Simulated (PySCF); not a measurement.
## Dipole moment and polarisability of (H2Al-mu-NH2)3

Compound: (H2Al-mu-NH2)3.
Structure used (PBE0-D3(BJ)/def2-SVP), in Å, numbered top down from 1:
```
atom  x, y, z in Å
Al1    1.685   -0.673   -0.372
H2     2.322    0.705    0.138
H3     2.600   -1.891   -0.851
N4     0.452   -0.161   -1.808
Al5   -1.276    0.563   -1.230
H6    -2.170   -0.723   -0.897
H7    -1.764    1.677   -2.265
N8    -0.793    1.406    0.468
Al9   -0.499    0.155    1.952
H10   -1.938   -0.340    2.439
H11    0.554    0.767    2.986
N12    0.422   -1.287    0.989
H13    0.269   -0.966   -2.413
H14    0.932    0.511   -2.411
H15   -1.547    2.045    0.733
H16    0.031    2.005    0.359
H17    0.934   -1.851    1.673
H18   -0.270   -1.927    0.588
```

Level: wB97X-D/def2-SVPD (PySCF), static field, nuclei fixed, core orbitals frozen in the response. The polarisability tensor in these axes (au):

```
x   109.33  -5.71  -0.17
y    -5.71 102.03  -0.72
z    -0.17  -0.72 111.75
```

Give the principal values, the mean and the anisotropy Δα = √{½[(α1 − α2)² + (α2 − α3)² + (α1 − α3)²]}.

Principal values 98.86, 111.74 and 112.52 au; mean 107.71 au = 15.96 Å³ = 17.76 × 10⁻⁴⁰ C²·m²/J; Δα = 13.28 au (12 % of the mean).

What is the dipole moment, and where does it point?

(0.46, -0.22, -1.79) D, 1.87 D in size, pointing from the negative to the positive side. Measured along this direction, the outermost atoms are H11 and H10 at the negative end and H13 and H14 at the positive end.

What are the principal values of the traceless quadrupole moment, Θ = ½Σq(3rr − r²1), about the centre of nuclear charge?

-14.71, 1.23, 13.48 D·Å. The values depend on the origin, since the dipole doesn't vanish. The electronic extent ⟨r²⟩ about the same centre is 1206 bohr², a root-mean-square distance of 2.17 Å for the 72 electrons.

Sum over states: ᾱ = Σ f/ω², ω in Eh. What share falls to these 15 lowest TDDFT singlets (eV, f)? 6.77, 0.0029; 6.89, 0.0151; 6.96, 0.0052; 7.14, 0.0394; 7.25, 0.0019; 7.40, 0.0865; 7.56, 0.0103; 7.72, 0.0059; 7.85, 0.1596; 7.86, 0.0063; 7.91, 0.2340; 8.00, 0.0539; 8.05, 0.0118; 8.11, 0.0285; 8.13, 0.2066.

They add up to 10.50 au, 9.7 % of the 107.71 au; the largest single term is 2.77 au, from the state at 7.91 eV. Terms in order: 0.05, 0.24, 0.08, 0.57, 0.03, 1.17, 0.13, 0.07, 1.92, 0.08, 2.77, 0.62, 0.13, 0.32, 2.32 au. Higher excitations give the rest. The strengths listed sum to 0.868.

What would n − 1 = 2πNα be for an ideal gas of these molecules at 500 K and 1 atm, electronic part alone?

N = p/kT = 1.4678 × 10¹⁹ cm⁻³, so n − 1 = 2π × N × 15.96 × 10⁻²⁴ cm³ = 1472 × 10⁻⁶ at long wavelengths.

Geometry: PBE0-D3(BJ)/def2-SVP, one conformer, isolated molecule.

The pairwise dispersion term of wB97X-D wasn't added to the energies; at a given geometry it leaves orbitals and properties as they are.
